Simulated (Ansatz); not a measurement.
Geometry optimisation, Ansatz, RKS BHLYP-D4/def2-SVP.

input.yaml

```yaml
crystal:
  periodic: [false, false, false]
  atoms:
    - { symbol: C, position_ang: [0.21167, 0.74006, -0.17563] }
    - { symbol: O, position_ang: [0.62677, 0.12525, 1.01155] }
    - { symbol: Cd, position_ang: [-0.09467, -1.70893, 1.14686] }
    - { symbol: F, position_ang: [-1.09958, -1.96075, -0.52458] }
    - { symbol: H, position_ang: [0.56302, 0.20384, -1.0722] }
    - { symbol: H, position_ang: [-0.88197, 0.86857, -0.22097] }
    - { symbol: H, position_ang: [0.67476, 1.73197, -0.16504] }
basis:
  gaussian: { orbitals: def2-SVP }
hamiltonian:
  xc: { name: BHLYP }
  dispersion: d4
relax:
  f_tol: 0.02
  max_steps: 50
```

Command:

```bash
$ ansatz run input.yaml --threads 2 --pin off --max-ram 3072MiB --backend cpu --events-out ev --progress --plain --runs-dir out
```

Problem. Where does it end, and by what steps?

Solution. It converged. After 12 steps the energy has fallen by 1.356 eV; F4 moved furthest, 1.72 Å.

| step | energy less start (eV) | largest force component (eV/Å) | accepted |
| --- | --- | --- | --- |
| 0 | 0.0000 | 0.756 | yes |
| 1 | -0.2490 | 0.887 | yes |
| 2 | -0.4675 | 0.920 | yes |
| 3 | -0.6664 | 0.809 | yes |
| 4 | -0.8420 | 0.644 | yes |
| 5 | -0.9950 | 0.529 | yes |
| 6 | -1.1360 | 0.382 | yes |
| 7 | -1.2362 | 0.758 | yes |
| 8 | -1.2942 | 1.040 | yes |
| 9 | -1.3399 | 0.259 | yes |
| 10 | -1.3518 | 0.246 | yes |
| 11 | -1.3555 | 0.032 | yes |
| 12 | -1.3555 | 0.003 | yes |

```xyz
7
Properties=species:S:1:pos:R:3
C 0.352 1.059 -0.164
O 0.398 -0.026 0.698
Cd -0.493 -1.740 0.418
F -1.314 -3.470 0.267
H 0.768 0.845 -1.161
H -0.663 1.456 -0.316
H 0.951 1.876 0.259
```

The run took 17 s on 2 threads of Intel(R) Xeon(R) 6975P-C (Granite Rapids), with other jobs on the host, peak memory 0.2 GiB.
